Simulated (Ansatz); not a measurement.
Harmonic frequencies (cm⁻¹) at PBE0-D4/def2-TZVP from Ansatz: 72, 126, 269, 345, 458, 533, 665, 678, 755, 798, 871, 878, 882, 2144, 2154, 2154, 2167, 2174.

**Question.** Which molecule is it?
A. `[F][Ge]([SH])([SH])[SH]`
B. `[CH3][GeH2][I]`
C. `[F][GeH2][GeH3]`
D. `F[C](F)(F)[Ge]([Cl])([Cl])[Cl]`

**Answer.** C.
